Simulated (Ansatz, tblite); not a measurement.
Species of one formula, K$_{4}$Cl$_{4}$ (singlet), each relaxed with PBE-D4/def2-SVP in Ansatz.

The xTB rows come from tblite. Correlated methods freeze 40 core orbitals; core or outer-core shells of K are correlated, in sets that lack core-valence functions.

Other spin states weren't relaxed.

A: (KCl)4 cube (K4Cl4)

B: (KCl)4 ring (K₄Cl₄)

Estimate which lies lowest at each level, and how far above it the others are (kJ/mol).


| level | A | B |
| --- | --- | --- |
| GFN1-xTB | 0.0 | 140.0 |
| GFN2-xTB | 0.0 | 52.2 |
| HF/STO-3G | 0.0 | 249.4 |
| HF/def2-TZVP | 0.0 | 88.5 |
| PBE-D4/def2-SVP | 0.0 | 149.0 |
| PBE-D4/def2-TZVP | 0.0 | 114.6 |
| r2SCAN-D4/def2-TZVP | 0.0 | 119.4 |
| PBE0-D4/def2-SVP | 0.0 | 145.6 |
| PBE0-D4/def2-TZVP | 0.0 | 114.0 |
| BHLYP-D4/def2-TZVP | 0.0 | 128.8 |
| CAM-B3LYP-D4/def2-TZVP | 0.0 | 116.7 |
| ωB97X-V/def2-TZVP | 0.0 | 122.5 |
| RPA@PBE/def2-TZVP | 0.0 | 119.1 |
| MP2/def2-TZVP | 0.0 | 120.5 |
Point groups (tolerance 0.1 Å): A Td, B C2h. From def2-SVP to def2-TZVP the PBE0 values move by up to 31.6 kJ/mol, so results in the small set are rough.
